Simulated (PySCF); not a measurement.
The same groups moved round the core (quinoline fluoro+boryl). Gas-phase values, no solvent. One relaxed conformer stands for each flexible species; it need not be the lowest. Strings in code marks are SMILES.

The S1 excitation (TDA) from two functionals at the same geometries (B3LYP-D3(BJ)/def2-SVP), both in PySCF: PBE-D3(BJ)/def2-TZVP and B3LYP-D3(BJ)/def2-TZVP. B3LYP has the VWN-RPA correlation part, as in Gaussian. Excitations are Tamm–Dancoff values on a coarser integration grid. The basis has no diffuse functions, so Rydberg states are missing or too high.

| species | PBE-D3(BJ)/def2-TZVP (eV) |
|---|---|
| `Bc1c(F)ccc2cccnc12` | 2.71 |
| `Bc1c(F)ccc2ncccc12` | 2.81 |
| `Bc1cc(F)c2ccccc2n1` | 2.73 |
| `Fc1c2c(c(B)cc1)cccn2` | 2.97 |

Problem. What does B3LYP-D3(BJ)/def2-TZVP give for each?

Solution. 
- `Bc1c(F)ccc2cccnc12`: 3.61
- `Bc1c(F)ccc2ncccc12`: 3.78
- `Bc1cc(F)c2ccccc2n1`: 3.34
- `Fc1c2c(c(B)cc1)cccn2`: 3.88
Over these rows, drawn at random from the members with no instability flagged (it was tested for open shells, ions and some series alone), PBE minus B3LYP-D3(BJ): mean -0.85 eV, from -0.97 eV to -0.61 eV.
